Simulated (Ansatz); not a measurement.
Ga12N12 (started as a model of: (GaN)12 cage of four- and six-membered rings), relaxed as a singlet with RKS PBE-D4/def2-SVP in Ansatz, starting from the GFN2-xTB geometry. Force threshold 0.03 eV/Å.

Single mean-field runs in def2-SVP are fitted with def2-universal-jkfit.

Start:

```tsv
atom	x (Å)	y (Å)	z (Å)
Ga1	-1.2740	-0.0394	2.5777
Ga2	1.0603	-1.2400	2.3668
Ga3	1.1195	1.8533	1.8884
Ga4	-1.6542	2.2909	0.5127
Ga5	-2.8708	0.0419	-0.1160
Ga6	-1.2306	-2.5064	0.6607
Ga7	-1.1250	-1.8513	-1.8893
Ga8	1.6579	-2.2908	-0.5203
Ga9	2.8730	-0.0452	0.1176
Ga10	1.2407	2.5086	-0.6582
Ga11	-1.0618	1.2432	-2.3666
Ga12	1.2696	0.0368	-2.5757
N13	-0.7705	-1.9099	2.3610
N14	0.5360	0.5126	3.0373
N15	0.0321	3.0278	0.7784
N16	-2.5223	0.9183	1.5868
N17	-2.4176	1.6293	-1.1540
N18	-2.5408	-1.7337	-0.5564
N19	-0.0307	-3.0225	-0.7832
N20	2.4124	-1.6308	1.1509
N21	2.5412	1.7291	0.5629
N22	2.5265	-0.9167	-1.5898
N23	-0.5414	-0.5110	-3.0387
N24	0.7705	1.9056	-2.3529
```

```csv
step,energy (eV),largest force component (eV/Å),SCF passes
1,-646222.2898,0.352,26
2,-646222.3910,0.088,23
3,-646222.3960,0.006,24
```

Force components are those of the run's own axes.

End:

```xyz
24

Ga   -1.266   -0.032    2.542
Ga    1.053   -1.227    2.334
Ga    1.108    1.825    1.872
Ga   -1.629    2.268    0.515
Ga   -2.837    0.034   -0.115
Ga   -1.218   -2.478    0.660
Ga   -1.108   -1.825   -1.872
Ga    1.629   -2.268   -0.515
Ga    2.837   -0.034    0.115
Ga    1.219    2.478   -0.660
Ga   -1.053    1.227   -2.334
Ga    1.266    0.032   -2.542
N    -0.763   -1.889    2.357
N     0.528    0.498    3.030
N     0.047    3.016    0.781
N    -2.525    0.922    1.573
N    -2.408    1.621   -1.132
N    -2.524   -1.738   -0.559
N    -0.047   -3.015   -0.781
N     2.408   -1.621    1.132
N     2.524    1.738    0.559
N     2.526   -0.922   -1.573
N    -0.528   -0.498   -3.030
N     0.763    1.889   -2.357
```

By distances, no bond broke or formed. The bond that changes most is Ga5–N17, from 1.95 to 1.93 Å (atoms count from 1).

No frequencies were taken in this run, so the end may be a saddle point.

Hardware: 4 threads of AMD EPYC 7R13 on a shared host and a share (37 GiB) of an NVIDIA H100 80GB HBM3. Wall time 1.7 min, peak host memory 6 GiB.
